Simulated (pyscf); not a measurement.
H₃C–CH₂–ZnH, singlet

Gas-phase minimum from PySCF at ωB97X-D3(BJ)/def2-SVP, one conformer. 

```xyz
9

C     -0.1135     0.3701    -0.2167
C     -0.8513    -0.9769    -0.1741
Zn    -2.7247    -0.8677     0.3713
H      0.9399     0.2607    -0.5301
H     -0.5839     1.0759    -0.9224
H     -0.1025     0.8655     0.7691
H     -0.3249    -1.6683     0.5098
H     -0.8010    -1.4605    -1.1673
H     -4.2110    -0.7827     0.8039
```
Charge 0, spin multiplicity 1.

Bonds (Å): C1–C2 1.536, C1–H4 1.104, C1–H5 1.103, C1–H6 1.103, C2–Zn3 1.954, C2–H7 1.106, C2–H8 1.106, Zn3–H9 1.550. Bond angles (°): C2–C1–H4 112.3, C2–C1–H5 111.9, C2–C1–H6 111.9, H4–C1–H5 106.8, H4–C1–H6 106.8, H5–C1–H6 106.8, C1–C2–Zn3 114.8, C1–C2–H7 109.7, C1–C2–H8 109.7, Zn3–C2–H7 108.6, Zn3–C2–H8 108.6, H7–C2–H8 105.1, C2–Zn3–H9 179.9.

Properties at ωB97X-D3(BJ)/def2-SVP:

- Harmonic wavenumbers, unscaled = 181, 222, 427, 461, 554, 643, 939, 970, 1049, 1233, 1258, 1409, 1446, 1484, 1495, 1857, 3043, 3055, 3100, 3121, 3134 cm⁻¹
- Zero-point energy = 44.4 kcal/mol
- Rotational symmetry number = 1
- Entropy of this conformer at 298 K and 1 atm, rigid rotor and harmonic oscillator, modes under 100 cm⁻¹ raised to 100 = 297.3 J/(mol K)
- Dipole moment = 0.35 D

Single-point totals, which compare only within one level (frozen core for MP2 and CC):

```json
[
 {"level": "ωB97X-D3(BJ)/def2-TZVP", "total energy (hartree)": "-1859.23653"},
 {"level": "PBE/def2-TZVP", "total energy (hartree)": "-1858.83477"},
 {"level": "r²SCAN/def2-TZVP", "total energy (hartree)": "-1859.15273"},
 {"level": "B3LYP-D3(BJ)/def2-TZVP", "total energy (hartree)": "-1859.29026"},
 {"level": "PBE0-D3(BJ)/def2-TZVP", "total energy (hartree)": "-1858.87292"},
 {"level": "M06-2X/def2-TZVP", "total energy (hartree)": "-1859.14350"},
 {"level": "ωB97M-D3(BJ)/def2-TZVP", "total energy (hartree)": "-1859.26936"},
 {"level": "HF/def2-TZVPP", "total energy (hartree)": "-1857.02571"},
 {"level": "MP2/def2-TZVPP", "total energy (hartree)": "-1858.23699"},
 {"level": "CCSD/def2-TZVPP", "total energy (hartree)": "-1858.18289"},
 {"level": "CCSD(T)/def2-TZVPP", "total energy (hartree)": "-1858.21586"}
]
```

Soft torsions are taken as harmonic, which can shift the entropy by several J/(mol K). The CCSD(T) − MP2 part came from Ansatz, without density fitting, on the same reference. The frozen core leaves the outer d or s,p core shells of the metals and heavy elements correlated in the MP2 and CC values, and def2-TZVPP describes them poorly, so these totals are far from the basis limit. Elements up to Kr have no core potential and no relativistic terms here.
